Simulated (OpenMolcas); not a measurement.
## Pd2+ in SrF2

Pd2+ with its 8 nearest fluoride ions at 2.373 Å, on the Sr site of SrF2 (a = 5.796 Å, distance in the model lattice 2.510 Å). The rest of the host is ab initio model potentials to 7.6 Å and point charges beyond; the distance is set by hand and nothing relaxes. Ligand basis ANO-RCC-VDZP.

- Program: OpenMolcas
- Method: CASSCF
- Basis: ANO-RCC-VDZP [6s5p3d1f]
- Scalar Hamiltonian: DKH2, point nucleus
- Active space: 8 electrons in 5 orbitals (4d)
- State averaging: 2S+1 = 3 even, 10 roots; 2S+1 = 1 even, 15 roots
- Spin-orbit coupling: state interaction with AMFI integrals over the reference wave functions

The lowest spin-free states (labels of O, the rotations of Oh), above the lowest:

| State | Degeneracy | E (cm-1) | Free-ion L (%) |
| --- | --- | --- | --- |
| 3T1 | 3 | 0.0 | F (99) |
| 3T2 | 3 | 4601 | F (100) |
| 3A2 | 1 | 9985 | F (100) |
| 1T2 | 3 | 12888 | D (86) |
| 1E | 2 | 13510 | D (71) |
| 3T1 | 3 | 17325 | P (99) |
| 1T2 | 3 | 20475 | G (86) |
| 1T1 | 3 | 22494 | G (100) |
| 1A1 | 1 | 22557 | G (96) |
| 1E | 2 | 25285 | G (71) |
| 1A1 | 1 | 49174 | S (96) |

The lowest levels with spin-orbit coupling:

```csv
E (cm-1),Degeneracy,Label,2S+1
0.0,1,A1,3
773.2,3,T1,3
1895,2,E,3
2837,3,T2,3
6617,3,T2,3
6935,3,T1,3
7667,2,E,3
7742,1,A2,3
12360,3,T2,3 (81 %)
15054,2,E,1 (74 %)
15550,3,T2,1 (60 %)
19666,3,T2,3 (78 %)
19930,2,E,3 (75 %)
20430,3,T1,3
20652,1,A1,3
23209,3,T2,1
24965,3,T1,1
25110,1,A1,1
28000,2,E,1
51977,1,A1,1
```

Powder χT (cm3 K/mol): 0.0125 at 2 K, 0.0623 at 10 K, 0.312 at 50 K, 0.623 at 100 K, 1.23 at 200 K, 1.75 at 300 K. The effective moment at 300 K is 2.828 √(χT) = 3.74 μB.

The lowest level has 2S+1 = 3, for which the spin-only value is χT = S(S+1) / 2 = 1.000 cm3 K/mol (g = 2). The computed 1.746 at 300 K differs by +0.746, through orbital momentum, spin-orbit coupling and any other state in reach. With a threefold ground state the orbital momentum is unquenched, so the spin-only value is not expected to hold.

Metal share of the active 4d orbitals (Löwdin): 94, 94, 94, 98, 98 %; Mulliken charge of the metal 1.61.

A least-squares ligand-field fit to the states below 45000 cm-1, each weighted by its degeneracy and with a free common offset, gives 10Dq = -5405 cm-1 (negative for this site), B = 900 cm-1 and C = 3561 cm-1 (C/B = 3.96), with an rms deviation of 35 cm-1.

The same method and metal basis give the free ion B = 935 cm-1 (fit to its terms below 60000 cm-1, rms deviation 8 cm-1), so the nephelauxetic ratio is β = 900 / 935 = 0.96; it hangs on how both fits weigh the states, and computed free-ion B values tend to be too large, so β mixes covalency with correlation.

An orbital triplet at a regular site is open to Jahn-Teller coupling, which can distort the site and quench the lowest spin-orbit gaps and is left out. Without dynamic correlation the repulsion within the d shell is too large (B by tens of per cent), so at a given field states of lower spin stand too high. Real 4d8 and 5d8 ions are as a rule square planar and diamagnetic. With metal d orbitals alone the field can be off either way by tens of per cent. Ligand-to-metal charge-transfer states are missing. With no ligand orbital active B as a rule stays too high, so bands that hang on it stand too high and its fall with covalency is understated. No measured value stands beside these numbers; the geometry was set by hand and not optimised.
